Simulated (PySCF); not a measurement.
## LDA on Sb (antimony, neutral)

Configuration: [Kr] 4d10 5s2 5p3, high-spin 4S determinant. All numbers are calculated (PySCF 2.14, the spin-free X2C one-electron Hamiltonian (Gaussian nucleus), in x2c-QZVPPall (13s9p7d4f1g, 112 functions)).

```
Total energy                        : -6474.65 hartree
One-electron energy                 : -8899.92 hartree
Hartree (Coulomb) energy            : 2591.19 hartree
Exchange-correlation energy         : -165.91 hartree
⟨S²⟩                                : 3.7506
⟨L²⟩                                : 0.000
Sum of ⟨r⟩                          : 36.69 bohr
Sum of ⟨r²⟩                         : 60.98 bohr²
Langevin diamagnetic susceptibility : -48.3 ×10⁻⁶ cm³/mol
```

| shell | electrons | mean orbital energy (eV) | rms radius, mean of both spins (bohr) |
| --- | --- | --- | --- |
| 1s α | 1 | -30209.6 | 0.0326 |
| 1s β | 1 | -30209.5 | 0.0326 |
| 2s α | 1 | -4598.2 | 0.133 |
| 2s β | 1 | -4598.2 | 0.133 |
| 2p α | 3 | -4133.7 | 0.118 |
| 2p β | 3 | -4133.7 | 0.118 |
| 3s α | 1 | -901.06 | 0.354 |
| 3s β | 1 | -901.00 | 0.354 |
| 3p α | 3 | -749.22 | 0.354 |
| 3p β | 3 | -749.16 | 0.354 |
| 3d α | 5 | -515.34 | 0.333 |
| 3d β | 5 | -515.28 | 0.333 |
| 4s α | 1 | -148.10 | 0.842 |
| 4s β | 1 | -147.97 | 0.842 |
| 4p α | 3 | -101.42 | 0.911 |
| 4p β | 3 | -101.27 | 0.911 |
| 4d α | 5 | -33.461 | 1.12 |
| 4d β | 5 | -33.160 | 1.12 |
| 5s α | 1 | -13.578 | 2.37 |
| 5s β | 1 | -11.999 | 2.37 |
| 5p α | 3 | -5.524 | 3.08 |

Densities and radii are taken from the X2C orbitals without a picture-change correction, which distorts them close to the nucleus.
